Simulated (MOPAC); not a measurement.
Input for MOPAC: PM7 on F2GaHO (SMILES [OH][Ga]([F])[F]), a point of a torsion scan.

```
PM7 1SCF PRECISE CHARGE=0 THREADS=1
F2GaHO

O      1.25524738 1    -0.35310512 1    -0.35877549 1
Ga    -0.46369205 1    -0.19906588 1    -0.38296669 1
F     -1.22799370 1     1.36025112 1    -0.33059392 1
F     -1.49917706 1    -1.56314814 1    -0.61881191 1
H      1.74444059 1    -0.00603017 1     0.39059331 1
```

It printed:

```
*******************************************************************************
 **                                                                           **
 **                              MOPAC v23.2.5                                **
 **                                                                           **
 *******************************************************************************
 ** MOPAC's Digital Object Identifier: https://doi.org/10.5281/zenodo.6511958 **
 **                                                                           **
 ** Please cite the open-source release paper for use of this MOPAC version:  **
 ** J. E. Moussa and J. J. P. Stewart (2026)                                  **
 ** MOPAC: An open-source semiempirical molecular orbital program             **
 ** J. Open Source Softw., 11(119), 8025, https://doi.org/10.21105/joss.08025 **
 *******************************************************************************

                              PM7 CALCULATION RESULTS

 *******************************************************************************
 *  PM7        - The PM7 Hamiltonian to be used
 *
 *
 *
 *                 CHARGE ON SYSTEM = 0
 *
 *
 *
 *  PRECISE    - TIGHTER CRITERIA TO BE USED
 *  1SCF       - DO 1 SCF AND THEN STOP
 *  THREADS=1  - MULTI-THREADING NOT USED
 *  T=         - A TIME OF 172800.0 SECONDS REQUESTED
 *  DUMP=N     - RESTART FILE WRITTEN EVERY 7200.0 SECONDS REQUESTED
 *******************************************************************************
PM7 1SCF PRECISE CHARGE=0 THREADS=1
 F2GaHO

   ATOM   CHEMICAL          X               Y               Z
  NUMBER   SYMBOL      (ANGSTROMS)     (ANGSTROMS)     (ANGSTROMS)

     1       O          1.25524738  *  -0.35310512  *  -0.35877549  *
     2      Ga         -0.46369205  *  -0.19906588  *  -0.38296669  *
     3       F         -1.22799370  *   1.36025112  *  -0.33059392  *
     4       F         -1.49917706  *  -1.56314814  *  -0.61881191  *
     5       H          1.74444059  *  -0.00603017  *   0.39059331  *



          CARTESIAN COORDINATES

    NO.       ATOM           X           Y           Z

     1         O          1.2552     -0.3531     -0.3588
     2        Ga         -0.4637     -0.1991     -0.3830
     3         F         -1.2280      1.3603     -0.3306
     4         F         -1.4992     -1.5631     -0.6188
     5         H          1.7444     -0.0060      0.3906

 General Reference for PM7:
 "Optimization of Parameters for Semiempirical Methods VI: More Modifications to the
 NDDO Approximations and Re-optimization of Parameters", J. J. P. Stewart, J. Mol. Mod., 1:32, 19 (2013)
 https://link.springer.com/article/10.1007/s00894-012-1667-x

           Empirical Formula: H O Ga F2  =     5 atoms



      MOLECULAR POINT GROUP   :   C1


      RHF CALCULATION, NO. OF DOUBLY OCCUPIED LEVELS = 12


 -------------------------------------------------------------------------------
 PM7 1SCF PRECISE CHARGE=0 THREADS=1
 F2GaHO



     1SCF WAS SPECIFIED, SO BFGS WAS NOT USED
     SCF FIELD WAS ACHIEVED


                              PM7 CALCULATION
                                                       MOPAC v23.2.5 Linux




          FINAL HEAT OF FORMATION =       -175.44784 KCAL/MOL =    -734.07375 KJ/MOL


          COSMO AREA              =         94.92 SQUARE ANGSTROMS
          COSMO VOLUME            =         75.95 CUBIC ANGSTROMS

          IONIZATION POTENTIAL    =         12.906205 EV
          HOMO LUMO ENERGIES (EV) =        -12.906 -1.259
          NO. OF FILLED LEVELS    =         12
          MOLECULAR WEIGHT        =        124.7391         POINT GROUP:  C1

          MOLECULAR DIMENSIONS (Angstroms)

            Atom       Atom       Distance
            H     5    F     4     3.73692
            F     3    O     1     2.65459
            F     3    H     5     0.53789


          SCF CALCULATIONS        =          1





   ATOM   CHEMICAL          X               Y               Z
  NUMBER   SYMBOL      (ANGSTROMS)     (ANGSTROMS)     (ANGSTROMS)

     1       O          1.25524738  *  -0.35310512  *  -0.35877549  *
     2      Ga         -0.46369205  *  -0.19906588  *  -0.38296669  *
     3       F         -1.22799370  *   1.36025112  *  -0.33059392  *
     4       F         -1.49917706  *  -1.56314814  *  -0.61881191  *
     5       H          1.74444059  *  -0.00603017  *   0.39059331  *

                             CARTESIAN COORDINATES

   1    O        1.255247380    -0.353105120    -0.358775490
   2   Ga       -0.463692050    -0.199065880    -0.382966690
   3    F       -1.227993700     1.360251120    -0.330593920
   4    F       -1.499177060    -1.563148140    -0.618811910
   5    H        1.744440590    -0.006030170     0.390593310


           Empirical Formula: H O Ga F2  =     5 atoms



      MOLECULAR POINT GROUP   :   C1


                  EIGENVALUES
 -39.83472 -39.54370 -29.55518 -19.26851 -16.94465 -15.87077 -15.74170 -15.57865
 -15.44008 -14.48039 -13.59266 -12.90621  -1.25941  -0.02268   1.96635   2.09675
   5.07792


              NET ATOMIC CHARGES AND DIPOLE CONTRIBUTIONS

  ATOM NO.   TYPE          CHARGE      No. of ELECS.   s-Pop       p-Pop
    1          O          -0.683998        6.6840     1.77946     4.90454
    2         Ga           1.018898        1.9811     1.00394     0.97717
    3          F          -0.364262        7.3643     1.96454     5.39973
    4          F          -0.338558        7.3386     1.96379     5.37477
    5          H           0.367921        0.6321     0.63208
 DIPOLE           X         Y         Z       TOTAL
 POINT-CHG.     1.276     0.337     1.579     2.058
 HYBRID         0.200     0.068     0.100     0.234
 SUM            1.476     0.405     1.679     2.272


          ATOMIC ORBITAL ELECTRON POPULATIONS

     Atom    s        px        py        pz
    1  O   1.77946   1.43961   1.87114   1.59380
    2 Ga   1.00394   0.42699   0.42797   0.12221
    3  F   1.96454   1.88007   1.55142   1.96823
    4  F   1.96379   1.78003   1.63658   1.95816
    5  H   0.63208

 **********************
 *                    *
 * JOB ENDED NORMALLY *
 *                    *
 **********************




 == MOPAC DONE ==
```

The run finished.

Cost: around 0.020 core-seconds (rough).
